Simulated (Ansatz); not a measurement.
CH2 (SMILES [CH2]), charge 0, multiplicity 3, relaxed at each level with Ansatz (a quantum-chemistry and plane-wave program); harmonic frequencies from differences of analytic forces, average atomic masses, frozen cores. Open shells are unrestricted.

| level | harmonic frequencies (cm⁻¹) | ZPE (eV) | cost over PBE/def2-TZVPP (rough) |
|---|---|---|---|
| PBE/def2-TZVPP | 1006 3070 3309 | 0.458 | ×1 |
| B3LYP/def2-TZVPP | 1054 3126 3364 | 0.468 | ×1 |
| PBE0/def2-TZVPP | 1052 3150 3388 | 0.471 | ×1 |
| CCSD(T)/cc-pVDZ | 1126 3139 3365 | 0.473 | ×1 |
| CCSD(T)/cc-pVTZ | 1105 3139 3365 | 0.472 | ×10 |
| CCSD(T)/cc-pVQZ | 1097 3144 3372 | 0.472 | ×100 |

Measured: fundamentals as far as tabulated 963.1, 3190 cm⁻¹ [Jacox, NIST Chemistry WebBook]. Measured modes stand in the spectroscopists' order.
